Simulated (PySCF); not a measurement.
B(F)(H)(iPr) (C3H8BF), SMILES C(C)(C)BF. The structure is a stationary point at PBE-D3(BJ)/def2-SVP. This is a generated structure with no PubChem entry under its InChIKey; it may be hypothetical. One conformer was computed; it need not be the lowest.

Computed equilibrium geometry at PBE-D3(BJ)/def2-SVP (PySCF confirms it by a frequency run) as Cartesian coordinates in Å (one conformer of several):
```xyz
13

B      0.4825    -0.5699     0.9129
F      0.2343     0.1647     2.0028
H      0.9373    -1.6890     1.1095
C      0.2551     0.0211    -0.5251
C     -0.5681     1.3154    -0.5737
C     -0.2344    -1.0398    -1.5275
H      1.3142     0.2682    -0.8094
H     -0.5714     1.7591    -1.5911
H     -1.6258     1.1220    -0.2972
H     -0.1809     2.0794     0.1294
H      0.3863    -1.9581    -1.4951
H     -0.2161    -0.6544    -2.5683
H     -1.2811    -1.3397    -1.3096
```
